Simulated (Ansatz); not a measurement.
## What each rung costs, and what it gives

Saddle point of BSiH₄Cl₃O, singlet (BCl₃ ([Cl][B]([Cl])[Cl]) + SiH₄O ([OH][SiH3]) → BSiH₃Cl₂O ([SiH3][O][B]([Cl])[Cl]) + HCl; bonds formed: Cl2–H5; dative contacts that become bonds: B1–O6; bonds broken: B1–Cl2, H5–O6), PBE0-D4/def2-TZVP structure:

```
10
angstrom
B -1.3172 0.1371 0.0845
Cl -1.6745 -1.8779 0.9048
Cl -1.5693 0.0833 -1.6722
Cl -2.2706 1.2834 1.0267
H -0.3397 -1.1616 0.9258
O 0.0662 -0.0522 0.5274
Si 1.4925 0.3235 -0.3040
H 2.5573 0.1966 0.7132
H 1.6942 -0.6411 -1.4062
H 1.3611 1.7087 -0.8002
```

Barriers are electronic and count from the start structure reached by relaxing down the imaginary mode.

Computed with Ansatz 0.2.0 (basis: as named in each row); correlated methods freeze the cores. B3LYP uses VWN-RPA correlation. Extrapolation: Hartree–Fock as exp(−7.88 √X), correlation as X^−2.97.

Times are rough, for one single point on 8 threads of a shared host (Arm Neoverse V2).

The estimate by CCSD(T) at an estimated basis limit (MP2 extrapolated from triple and quadruple zeta, plus CCSD(T) − MP2 in triple zeta) is 82.3 kJ/mol.

| method | basis | time (s) | barrier (kJ/mol) | method less estimate |
| --- | --- | --- | --- | --- |
| HF | STO-3G | under 1 | 184.4 | 102.1 |
| PBE-D4 | STO-3G | under 1 | 64.2 | -18.0 |
| SPW92 | def2-SVP | under 1 | 43.7 | -38.6 |
| B3LYP-D4 | 6-31G | under 1 | 99.3 | 17.1 |
| PBE-D4 | def2-SVP | under 1 | 51.0 | -31.3 |
| PBE0-D4 | def2-SVP | under 1 | 68.9 | -13.3 |
| SPW92 | def2-TZVPP | 1 | 48.8 | -33.5 |
| PBE-D4 | def2-TZVPP | 2 | 55.1 | -27.1 |
| BLYP-D4 | def2-TZVPP | 2 | 56.4 | -25.9 |
| BHLYP-D4 | def2-TZVPP | 2 | 86.4 | 4.2 |
| B3LYP-D4 | def2-TZVPP | 2 | 68.7 | -13.6 |
| CAM-B3LYP-D4 | def2-TZVPP | 3 | 75.2 | -7.1 |
| PBE0-D4 | def2-TZVPP | 3 | 70.6 | -11.6 |
| wB97M-V | def2-SVP | 3 | 76.4 | -5.9 |
| r2SCAN-D4 | def2-TZVPP | 3 | 63.0 | -19.3 |
| CCSD(T) | def2-SVP | 4 | 78.2 | -4.0 |
| r2SCAN0-D4 | def2-TZVPP | 4 | 74.5 | -7.8 |
| RPA on PBE | def2-TZVPP | 4 | 75.0 | -7.2 |
| B2PLYP | def2-TZVPP | 4 | 72.6 | -9.6 |
| PBE-QIDH | def2-TZVPP | 4 | 79.9 | -2.4 |
| wB97X-V | def2-TZVPP | 6 | 81.9 | -0.3 |
| B97M-V | def2-TZVPP | 6 | 76.4 | -5.8 |
| wB97M-V | def2-TZVPP | 6 | 80.0 | -2.2 |
| MP2 | def2-QZVPP | 15 | 78.4 | -3.9 |
| CCSD(T) | def2-TZVPP | 160 | 79.6 | -2.6 |

All methods are single points on the PBE0-D4 structures.

The T1 diagnostic stays at or below 0.012.

The step is the kind of ligand exchange by which a precursor binds to a hydroxyl group, or is hydrolysed, in atomic layer deposition of oxides.

Labels in which every atom is bracketed show which atoms are joined, not bond orders.
